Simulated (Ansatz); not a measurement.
`[CH2][N](C)[Ga]([F])[F]` radical. Charge 0, multiplicity 2. The structure was optimised at the PBE0-D4/def2-TZVP level. It is one conformer, not always the lowest.

```xyz
11

C    -0.979   -1.005    0.091
N     0.014   -0.227    0.089
C     0.967   -0.215   -0.996
Ga    0.224    1.186    1.628
F     0.371    2.579    0.516
F    -1.434    0.930    2.261
H    -1.145   -1.716   -0.721
H    -1.682   -0.946    0.918
H     1.957   -0.458   -0.605
H     1.011    0.799   -1.398
H     0.697   -0.926   -1.781
```

(1) What is the dipole moment at r2SCAN/def2-TZVPP? (Estimate.)

(2) And with PBE, B3LYP, ωB97M-V? (Best estimate.)

(3) Give the Mulliken charges with r2SCAN, PBE, B3LYP in def2-TZVPP. (Best estimate.)

Results:

(1) Computed: 6.22 D, with components (1.13, -5.14, -3.32) D in this frame, pointing from negative to positive charge.

(2) The calculation gave: PBE 6.05 D, B3LYP 6.28 D, ωB97M-V 6.33 D.

(3) Computed: 
```json
{"atom": "C1", "r2SCAN": "0.04", "PBE": "-0.04", "B3LYP": "-0.05"}
{"atom": "N2", "r2SCAN": "-0.09", "PBE": "-0.01", "B3LYP": "-0.07"}
{"atom": "C3", "r2SCAN": "-0.06", "PBE": "-0.18", "B3LYP": "-0.17"}
{"atom": "Ga4", "r2SCAN": "0.51", "PBE": "0.41", "B3LYP": "0.52"}
{"atom": "F5", "r2SCAN": "-0.42", "PBE": "-0.37", "B3LYP": "-0.42"}
{"atom": "F6", "r2SCAN": "-0.42", "PBE": "-0.38", "B3LYP": "-0.43"}
{"atom": "H7", "r2SCAN": "0.08", "PBE": "0.09", "B3LYP": "0.11"}
{"atom": "H8", "r2SCAN": "0.12", "PBE": "0.13", "B3LYP": "0.15"}
{"atom": "H9", "r2SCAN": "0.09", "PBE": "0.12", "B3LYP": "0.12"}
{"atom": "H10", "r2SCAN": "0.11", "PBE": "0.14", "B3LYP": "0.15"}
{"atom": "H11", "r2SCAN": "0.05", "PBE": "0.09", "B3LYP": "0.09"}
```

B3LYP here is the variant with VWN-RPA as its local correlation; programs differ in this.
